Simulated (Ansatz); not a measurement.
Ansatz (a quantum-chemistry and plane-wave program) input for 3-methylidenefuran (C5H6O), SMILES C=C1C=COC1, B3LYP-D3(BJ)/def2-SVP. 

Ansatz 0.2 input:
```yaml
crystal:
  periodic: [false, false, false]
  atoms:
    - {symbol: C, position_ang: [0.03349984, 2.13180169, 0.00000000]}
    - {symbol: C, position_ang: [0.05115509, 0.80268960, -0.00000000]}
    - {symbol: C, position_ang: [1.18804911, -0.09588175, -0.00000000]}
    - {symbol: C, position_ang: [0.71888288, -1.34897107, 0.00000000]}
    - {symbol: O, position_ang: [-0.62936192, -1.44594558, -0.00000000]}
    - {symbol: C, position_ang: [-1.14736350, -0.11733623, -0.00000000]}
    - {symbol: H, position_ang: [0.94631073, 2.69955568, -0.00000000]}
    - {symbol: H, position_ang: [-0.88827457, 2.68586597, 0.00000000]}
    - {symbol: H, position_ang: [2.21428596, 0.20914610, -0.00000000]}
    - {symbol: H, position_ang: [1.24510538, -2.28658917, 0.00000000]}
    - {symbol: H, position_ang: [-1.77393636, 0.01288630, -0.88870393]}
    - {symbol: H, position_ang: [-1.77393636, 0.01288630, 0.88870393]}
basis:
  gaussian:
    orbitals: def2-SVP
hamiltonian:
  xc: b3lyp
  dispersion: d3bj
relax: {f_tol: 0.002, max_steps: 200}
```

It prints:

```
WARN ansatz: RAYON_NUM_THREADS=1 ignored (pool sized by the plan → 1); use --threads N
Functional definition: B3LYP
integrals: 0.08 GiB planned
1309 factors; integrals over basis functions are off by at most 4.5e-4 eV
mean field: 0.49 GiB planned
mean field evaluation 1: about -7315.7993 eV, gradient 5.2e1 eV
mean field evaluation 2: about -7313.6338 eV, gradient 5.9e1 eV
mean field evaluation 4: about -7322.9768 eV, gradient 4.2e0 eV
mean field evaluation 8: about -7323.0583 eV, gradient 4.7e-1 eV
mean field evaluation 16: about -7323.0587 eV, gradient 9.3e-5 eV
mean field -7323.05872241 eV, -269.1174443010 hartree, gradient 1.5e-5 eV, S^2 0.000000; 0 other end points of the search recorded, 0 dependent functions left out
the calculation of the forces begins
reference -7323.05894925 eV, -269.1174526372 hartree; 22, 22 occupied and 92, 92 virtual orbitals, 1309 factors
relax step   1: F+E_penalty+E_count = -7323.50815491 eV  Δ(F+E_penalty+E_count) = +0.000e0 eV  max|allowed force component| = 6.412e-1 eV/Å  Δτ_max = 0.0000 Å  (31 SCF iters, accepted)
these checks for a lower state are left out or cut short: starts, cluster_reference, orbital_swaps, neighbouring_geometries, increment
integrals: 0.08 GiB planned
1309 factors; integrals over basis functions are off by at most 4.7e-4 eV
mean field: 0.49 GiB planned
mean field -7323.10017008 eV, -269.1189674750 hartree, gradient 2.3e-5 eV, S^2 0.000000; 0 other end points of the search recorded, 0 dependent functions left out
the calculation of the forces begins
reference -7323.10039873 eV, -269.1189758774 hartree; 22, 22 occupied and 92, 92 virtual orbitals, 1309 factors
relax step   2: F+E_penalty+E_count = -7323.54750876 eV  Δ(F+E_penalty+E_count) = -3.935e-2 eV  max|allowed force component| = 2.322e-1 eV/Å  Δτ_max = 0.0238 Å  (33 SCF iters, accepted)
these checks for a lower state are left out or cut short: starts, cluster_reference, orbital_swaps, neighbouring_geometries, increment
integrals: 0.08 GiB planned
1309 factors; integrals over basis functions are off by at most 4.8e-4 eV
mean field: 0.49 GiB planned
mean field evaluation 32: about -7323.1044 eV, gradient 1.9e-4 eV
mean field -7323.10440344 eV, -269.1191230479 hartree, gradient 2.4e-5 eV, S^2 0.000000; 0 other end points of the search recorded, 0 dependent functions left out
the calculation of the forces begins
reference -7323.10463277 eV, -269.1191314757 hartree; 22, 22 occupied and 92, 92 virtual orbitals, 1309 factors
relax step   3: F+E_penalty+E_count = -7323.55100746 eV  Δ(F+E_penalty+E_count) = -3.499e-3 eV  max|allowed force component| = 7.895e-2 eV/Å  Δτ_max = 0.0100 Å  (33 SCF iters, accepted)
these checks for a lower state are left out or cut short: starts, cluster_reference, orbital_swaps, neighbouring_geometries, increment
integrals: 0.08 GiB planned
1309 factors; integrals over basis functions are off by at most 4.8e-4 eV
mean field: 0.49 GiB planned
mean field -7323.10462178 eV, -269.1191310719 hartree, gradient 1.2e-5 eV, S^2 0.000000; 0 other end points of the search recorded, 0 dependent functions left out
the calculation of the forces begins
reference -7323.10485120 eV, -269.1191395027 hartree; 22, 22 occupied and 92, 92 virtual orbitals, 1309 factors
relax step   4: F+E_penalty+E_count = -7323.55119014 eV  Δ(F+E_penalty+E_count) = -1.827e-4 eV  max|allowed force component| = 2.789e-2 eV/Å  Δτ_max = 0.0026 Å  (26 SCF iters, accepted)
these checks for a lower state are left out or cut short: starts, cluster_reference, orbital_swaps, neighbouring_geometries, increment
integrals: 0.08 GiB planned
1309 factors; integrals over basis functions are off by at most 4.8e-4 eV
mean field: 0.49 GiB planned
mean field -7323.10463813 eV, -269.1191316727 hartree, gradient 8.0e-5 eV, S^2 0.000000; 0 other end points of the search recorded, 0 dependent functions left out
the calculation of the forces begins
reference -7323.10486753 eV, -269.1191401031 hartree; 22, 22 occupied and 92, 92 virtual orbitals, 1309 factors
relax step   5: F+E_penalty+E_count = -7323.55123069 eV  Δ(F+E_penalty+E_count) = -4.055e-5 eV  max|allowed force component| = 8.900e-3 eV/Å  Δτ_max = 0.0032 Å  (22 SCF iters, accepted)
these checks for a lower state are left out or cut short: starts, cluster_reference, orbital_swaps, neighbouring_geometries, increment
integrals: 0.08 GiB planned
1309 factors; integrals over basis functions are off by at most 4.8e-4 eV
mean field: 0.49 GiB planned
mean field -7323.10462825 eV, -269.1191313096 hartree, gradient 3.6e-5 eV, S^2 0.000000; 0 other end points of the search recorded, 0 dependent functions left out
the calculation of the forces begins
reference -7323.10485767 eV, -269.1191397405 hartree; 22, 22 occupied and 92, 92 virtual orbitals, 1309 factors
relax step   6: F+E_penalty+E_count = -7323.55122856 eV  Δ(F+E_penalty+E_count) = +2.136e-6 eV  max|allowed force component| = 1.599e-2 eV/Å  Δτ_max = 0.0004 Å  (21 SCF iters, rejected (line search))
these checks for a lower state are left out or cut short: starts, cluster_reference, orbital_swaps, neighbouring_geometries, increment
integrals: 0.08 GiB planned
1309 factors; integrals over basis functions are off by at most 4.8e-4 eV
mean field: 0.49 GiB planned
mean field -7323.10464077 eV, -269.1191317698 hartree, gradient 2.2e-5 eV, S^2 0.000000; 0 other end points of the search recorded, 0 dependent functions left out
the calculation of the forces begins
reference -7323.10487018 eV, -269.1191402004 hartree; 22, 22 occupied and 92, 92 virtual orbitals, 1309 factors
relax step   7: F+E_penalty+E_count = -7323.55123364 eV  Δ(F+E_penalty+E_count) = -2.946e-6 eV  max|allowed force component| = 1.320e-3 eV/Å  Δτ_max = 0.0002 Å  (21 SCF iters, accepted)
integrals: 0.08 GiB planned
1309 factors; integrals over basis functions are off by at most 4.8e-4 eV
mean field: 0.49 GiB planned
mean field evaluation 64: about -7323.0559 eV, gradient 1.7e0 eV
mean field -7323.10464077 eV, -269.1191317698 hartree, gradient 2.2e-5 eV, S^2 0.000000; 1 other end points of the search recorded, 0 dependent functions left out
the calculation of the forces begins
reference -7323.10487018 eV, -269.1191402004 hartree; 22, 22 occupied and 92, 92 virtual orbitals, 1309 factors
Total energy: -7323.55146305 eV, -269.1355521857 hartree
Atom 0 at     0.030836     2.152096    -0.000000 Å, force    -0.000067     0.000778     0.000000 eV/Å
Atom 1 at     0.054245     0.808352     0.000000 Å, force    -0.000948     0.001241     0.000000 eV/Å
Atom 2 at     1.197600    -0.098519     0.000000 Å, force     0.000235    -0.000656    -0.000000 eV/Å
Atom 3 at     0.718969    -1.360253    -0.000000 Å, force     0.001081    -0.000533    -0.000000 eV/Å
Atom 4 at    -0.629663    -1.459479    -0.000000 Å, force     0.000274     0.000378     0.000000 eV/Å
Atom 5 at    -1.155460    -0.115840    -0.000000 Å, force     0.000101     0.000460    -0.000000 eV/Å
Atom 6 at     0.957546     2.730227    -0.000000 Å, force    -0.000024     0.000618    -0.000000 eV/Å
Atom 7 at    -0.909687     2.708812     0.000000 Å, force     0.000288    -0.000058     0.000000 eV/Å
Atom 8 at     2.245197     0.194024     0.000000 Å, force    -0.000605     0.000050     0.000000 eV/Å
Atom 9 at     1.251097    -2.312273     0.000000 Å, force    -0.000515    -0.001320     0.000000 eV/Å
Atom 10 at    -1.788132     0.006480    -0.894384 Å, force     0.000090    -0.000479     0.000153 eV/Å
Atom 11 at    -1.788132     0.006480     0.894384 Å, force     0.000090    -0.000479    -0.000153 eV/Å
Dipole moment:     0.026077     0.004880     0.000000 e Å
```

The run converged.

Cost: around 40 core-seconds (rough).
